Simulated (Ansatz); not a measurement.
Saddle point of Si3H8S, closed shell (Si₃H₈S ([SiH3][SiH]([SiH3])[SH]) → Si₂H₄S ([SiH3][SiH][S]) + SiH₄; bonds formed: Si2–H4; bonds broken: Si1–Si2, S3–H4), PBE0-D4/def2-TZVP structure:

| atom | x (Å) | y (Å) | z (Å) |
| --- | --- | --- | --- |
| Si1 | -0.3156 | -0.2962 | -1.1373 |
| Si2 | 1.1766 | 1.3004 | 0.2497 |
| S3 | 0.9496 | -1.4154 | -2.2730 |
| H4 | 1.2723 | 0.0366 | -1.0535 |
| H5 | -1.0956 | 0.8280 | -1.7337 |
| Si6 | -1.3288 | -1.1794 | 0.7866 |
| H7 | 0.0399 | 2.2070 | 0.5638 |
| H8 | 2.2762 | 2.0627 | -0.3927 |
| H9 | 1.6556 | 0.5981 | 1.4641 |
| H10 | -1.9320 | -0.1091 | 1.6259 |
| H11 | -0.3038 | -1.9181 | 1.5648 |
| H12 | -2.3942 | -2.1146 | 0.3354 |

Energies are electronic, without zero-point energy. Barriers and step energies count from the start structure reached by relaxing down the imaginary mode; all methods use the PBE0-D4 structures, on which another method's saddle can fall below an end. Program: Ansatz 0.2.0. Basis: def2-TZVPP, with def2-QZVPP for the basis limit. Cores are frozen in the correlated methods. B3LYP uses VWN-RPA correlation. Extrapolation: Hartree–Fock as exp(−7.88 √X), correlation as X^−2.97.

| method | barrier (kJ/mol) | step energy (kJ/mol) |
| --- | --- | --- |
| SPW92 | 175.9 | 110.9 |
| PBE-D4 | 186.8 | 103.0 |
| BLYP-D4 | ? | 85.0 |
| r2SCAN-D4 | 197.3 | 104.8 |
| B97M-V | 203.0 | 103.6 |
| PBE0-D4 | 208.3 | 113.0 |
| B3LYP-D4 | 213.4 | 95.6 |
| r2SCAN0-D4 | 213.0 | 111.6 |
| BHLYP-D4 | ? | 105.0 |
| CAM-B3LYP-D4 | ? | 105.1 |
| wB97X-V | 234.2 | 115.9 |
| wB97M-V | 223.3 | 102.1 |
| B2PLYP | 217.9 | 99.0 |
| PBE-QIDH | 221.3 | 114.6 |
| RPA on PBE | 222.4 | 101.2 |
| HF | 279.6 | 109.3 |
| MP2 | 216.3 | 100.4 |
| CCSD | 237.9 | 109.0 |
| CCSD(T) | 225.1 | 105.0 |

Problem. Fill in the withheld barriers. (An estimate is asked for; the value comes from the calculation.)

Solution. The calculation gives: BHLYP-D4 238.4; BLYP-D4 196.3; CAM-B3LYP-D4 229.5 kJ/mol. Each is the energy of the saddle less that of the start structure, by the same method.

For comparison, the barrier by CCSD(T) at an estimated basis limit (MP2 extrapolated from triple and quadruple zeta, plus CCSD(T) − MP2 in triple zeta) is 218.8 kJ/mol.

The T1 diagnostic stays at or below 0.018.

Labels in which every atom is bracketed show which atoms are joined, not bond orders.

For scale, one of the runs: CCSD(T)/def2-TZVPP, 280 basis functions, launched by `ansatz run in.yaml --threads 4 --pin off --events-out ev --progress --plain --max-ram 9574MiB`. The run took 2.4 min on 4 CPU threads of an Intel Xeon (shared host), with 6.8 GiB of host memory at its peak.
